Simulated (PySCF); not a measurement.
Polarisability and C₆ of Rh²⁺ (rhodium, charge +2)

[Kr] 4d7, high-spin 4F determinant. Calculation: PySCF 2.14, in aug-cc-pVTZ-DK (9s8p6d3f2g, 102 functions); the spin-free X2C one-electron Hamiltonian (Gaussian nucleus). Coupled (time-dependent) response in atomic units; α is the mean over directions.

```tsv
method	mean α (bohr³)	C₆ (like pair)	S(−4)
PBE0	7.332	39.12	14.15
```

S(−4) is the Cauchy moment in α(ω) = α(0) + S(−4) ω² + …

Spin-orbit coupling is absent.

α(iu) at PBE0:

```
u (hartree)  α(iu) (bohr³)
          0          7.332
     0.0500          7.297
      0.100          7.195
      0.200          6.835
      0.300          6.355
      0.500          5.358
      0.750          4.317
       1.00          3.522
       1.50          2.440
       2.00          1.769
       3.00          1.032
       5.00         0.4630
```

For an ion, C₆ is the dispersion term alone; charge-induced terms of lower order in 1/R come first.
